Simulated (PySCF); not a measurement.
C7H8FO: g tensor and hyperfine couplings

Compound: C7H8FO (doublet state).
Z-matrix (Å and degrees, GFN2-xTB geometry), rows numbered from 1:
```
O 
C   1  1.4024
C   2  1.5014  1  114.68
C   3  1.3626  2  123.24  1     7.38
C   4  1.3994  3  121.98  2  -178.02
C   5  1.4035  4  119.89  3     0.93
C   6  1.3558  5  121.29  4    -1.50
C   7  1.4871  6  121.91  5    -0.58
F   8  1.4149  3  109.63  2    53.27
H   1  0.9638  2  108.72  3    61.04
H   2  1.1024  1  110.88  3  -123.66
H   2  1.0975  1  105.52  3   120.59
H   4  1.0809  3  118.81  2     2.13
H   5  1.0776  4  119.87  3   179.44
H   6  1.0800  5  119.07  4   178.08
H   7  1.0784  6  121.89  5   178.01
H   8  1.1077  3  110.24  2   -58.78
```

The hyperfine couplings belong to this conformer and change with its torsions.

As a line formula: `OCC1=CC=C[CH][C@@H]1F` [radical].

Computed, not measured: UKS B3LYP, pcH-1 on C F H O, non-relativistic, mean-field spin-orbit, GIAO in PySCF 2.14.0. Isolated species at its GFN2-xTB geometry (one conformer only). A GFN2-xTB geometry isn't a minimum of the functional, and hyperfine couplings can be far from their values at a DFT geometry. The SCF solution wasn't tested for stability. ⟨S²⟩ is 0.784 where a pure state has 0.75.

```json
{"g1, g2, g3": "2.00147, 2.00221, 2.00290", "g_iso": "2.00219", "Form of g": "rhombic: the two nearest values differ by 48 % of g3 − g1", "⟨S²⟩": "0.7835 (exact 0.7500)", "α and β electrons": "34, 33", "Basis functions": "305"}
```

Isotropic coupling and dipolar principal values T1 to T3, in mT (MHz turned into mT with g_iso):

```csv
atom,isotope,a_iso,T1,T2,T3,Mulliken spin population
O1,17O,-0.03,-0.02,0.00,0.02,0.00
C2,13C,-0.50,-0.04,0.01,0.03,-0.03
C3,13C,1.38,-1.20,-1.13,2.32,0.41
C4,13C,-1.27,-0.83,0.36,0.47,-0.21
C5,13C,1.68,-1.54,-1.45,2.99,0.55
C6,13C,-1.24,-0.82,0.35,0.47,-0.20
C7,13C,1.30,-1.18,-1.10,2.28,0.42
C8,13C,-0.71,-0.11,-0.01,0.12,-0.03
F9,19F,10.56,-3.15,-3.01,6.16,0.04
H10,1H,0.01,-0.06,-0.05,0.11,0.00
H11,1H,1.40,-0.10,-0.06,0.16,0.01
H12,1H,1.67,-0.09,-0.06,0.15,0.02
H13,1H,0.35,-0.14,-0.03,0.17,0.01
H14,1H,-1.26,-0.75,-0.01,0.76,-0.02
H15,1H,0.34,-0.14,-0.04,0.17,0.01
H16,1H,-0.95,-0.56,-0.05,0.61,-0.02
H17,1H,4.02,-0.07,-0.04,0.10,0.05
```

The Mulliken spin populations are largest on C5 (+0.55), C7 (+0.42), C3 (+0.41) and C4 (-0.21). Three atoms exceed +0.15. The angles at C5 add up to 360.0°, so it is planar.

C7, the radical centre as drawn in `OCC1=CC=C[CH][C@@H]1F`, holds a spin population of +0.42 out of 1.

Axes: g3 points within 14° of the C3–C4 bond.

Under fast tumbling the dipolar parts average out, and these isotropic splittings remain (the largest six): 1 × 19F (F9, I = 1/2, 2 lines) with 10.56 mT, 1 × 1H (H17, I = 1/2, 2 lines) with 4.02 mT, 1 × 1H (H12, I = 1/2, 2 lines) with 1.67 mT, 1 × 1H (H11, I = 1/2, 2 lines) with 1.40 mT, 1 × 1H (H14, I = 1/2, 2 lines) with 1.26 mT and 1 × 1H (H16, I = 1/2, 2 lines) with 0.95 mT.

The 13C coupling of C5 (47.0 MHz) shows only in satellite lines or after enrichment, since that isotope makes up about 1.07 % of natural carbon.
